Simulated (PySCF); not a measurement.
BeH2Se, SMILES [BeH][SeH].

The structure is a stationary point at PBE0-D3(BJ)/def2-TZVP.

Calculation: PBE0-D3(BJ)/def2-TZVP (PySCF 2.14.0).

Frequencies are harmonic and unscaled.

| mode | ν (cm⁻¹) | IR (km/mol) | Raman (Å⁴/amu) | depolarisation | moving atoms (share of kinetic energy) |
|---|---|---|---|---|---|
| 1 | 406 | 93.6 | 0.9 | 0.42 | H 95 % |
| 2 | 521 | 113.2 | 2.4 | 0.75 | H 76 %, Be 23 % |
| 3 | 599 | 62.5 | 3.7 | 0.18 | H 70 %, Be 29 % |
| 4 | 639 | 37.8 | 24.0 | 0.11 | Be 71 %, H 18 %, Se 12 % |
| 5 | 2150 | 180.0 | 148.3 | 0.15 | H 88 %, Be 12 % |
| 6 | 2427 | 3.5 | 126.4 | 0.26 | H 99 % |
